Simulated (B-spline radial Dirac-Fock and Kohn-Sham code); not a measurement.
## What relativity does to the binding energies of Xe²¹⁺

System: xenon as Xe²¹⁺, configuration [Ar] 3d10 4s2 4p3.

Both columns are ΔSCF binding energies of the configuration average from a B-spline atomic structure program: non-relativistic Hartree-Fock with a point nucleus, and Dirac-Fock with a finite nucleus and the Coulomb interaction alone, averaged over the two j levels with weights 2j+1.

```csv
shell,Hartree-Fock (eV),Dirac-Fock (eV),shift (eV),shift (%)
1s,33881.5,35320.0,+1438.49,+4.25
2s,5734.4,6094.4,+360.02,+6.28
3s,1659.9,1741.7,+81.80,+4.93
3d,1280.7,1273.2,-7.53,-0.59
4s,697.5,720.6,+23.12,+3.32
4p,647.4,655.6,+8.21,+1.27
```

Relativity binds 1s, 2s, 3s, 4s, 4p more strongly, among those listed most of all 2s in relative terms, and 3d more weakly, because the contracted s and p shells screen the nucleus better.

Values without a named source are computed, but for edge energies of neutral atoms, which are taken from tables.
